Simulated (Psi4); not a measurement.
HFSi (SMILES F[SiH]), singlet, geometry from GFN2-xTB. Base run: Psi4 1.11 with PBE/aug-cc-pVDZ.

Psi4 was given this input:
```
memory 2 GB

molecule {
0 1
  Si   -0.24845443   -0.32714290    0.45770159
  H    -0.88585188   -1.16646728   -0.57945722
  F     0.48491266    0.63849643   -0.64759612
}

set basis aug-cc-pvdz

energy('pbe')
print_variables()
```

The base run was repeated with changes; each row names its change, and settings that it needs were set with it.

```tsv
change	ΔE vs base (mEh)	SCF cycles	grid points	basis functions
base	0.000	8	66567	59
cholesky_tolerance = 1e-6 (with scf_type cd)	0.035	8	66567	59
d_convergence = 1e-10	0.000	13	66567	59
diis_max_vecs = 3	0.000	11	66567	59
e_convergence = 1e-10	0.000	10	66567	59
scf_type = mem_df	0.000	8	66567	59
puream = true	0.000	8	66567	59
dft_radial_points = 150	0.000	8	132667	59
scf_type = dfdirj+link	0.000	8	66567	59
scf_initial_accelerator = ediis	0.000	8	66567	59
dft_radial_scheme = mura	0.000	8	67040	59
level_shift = 1.0	0.000	10	66567	59
soscf = true	0.000	6	66567	59
```
